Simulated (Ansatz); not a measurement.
`[CH3][GeH2][F]` + HBr → `[F][GeH2][Br]` + CH₄ at 298.15 K and 1 bar (ligand exchange at a Ge–C bond).

Isolated molecules relaxed with PBE0-D4/def2-TZVP in Ansatz; ΔE leaves out vibrations. CCSD(T)/CBS adds triple-zeta CCSD(T) − MP2 to the extrapolated MP2 energy (def2 sets, frozen cores). This one scheme is used for every species. For Br, Ge outer-core shells are correlated without core-valence functions, which leaves a few kJ/mol of doubt a bond. Scalar relativity is left out up to krypton.

| species | CCSD(T)/CBS energy (Eh) | H − E (kJ/mol) | S (J/(mol·K)) |
| --- | --- | --- | --- |
| `[CH3][GeH2][F]` | -2217.00316 | 159.0 | 302.2 |
| HBr | -2573.91920 | 24.6 | 198.6 |
| `[F][GeH2][Br]` | -4750.49448 | 64.5 | 306.6 |
| CH₄ | -40.46206 | 127.4 | 186.2 |

H − E and S are ideal-gas, rigid-rotor, harmonic terms from PBE0-D4/def2-TZVP. 1 Eh = 2625.50 kJ/mol, R = 8.31446 J/(mol·K).

Q: By hand: ΔE, ΔH, ΔS and ΔG.

A: ΔE = (-4750.49448) + (-40.46206) − (-2217.00316) − (-2573.91920) = -0.03418 Eh = -89.7 kJ/mol. Δ(H − E) = 64.5 + 127.4 − 159.0 − 24.6 = 8.3, so ΔH = -81.4 kJ/mol. ΔS = 306.6 + 186.2 − 302.2 − 198.6 = -8.0 J/(mol·K). ΔG = -81.4 − 298.15 × (-8.0)/1000 = -79.0 kJ/mol.

Q: By hand: the equilibrium constant, and the temperature at which ΔG would vanish if ΔH and ΔS stayed fixed.

A: log₁₀ K = −ΔG/(RT ln 10) = 13.8. ΔG = 0 at ΔH/ΔS = 10175 K, far beyond where these terms or the molecules hold.

The number of gas molecules stays the same, so ΔS is small and ΔH decides. A doubt of 5 kJ/mol in ΔE shifts log₁₀ K by 0.9 here. These are equilibria of isolated gas molecules and say nothing of rates. Largest T1 diagnostic: 0.011 (customary marks: 0.02 for closed shells, 0.045 for open ones).
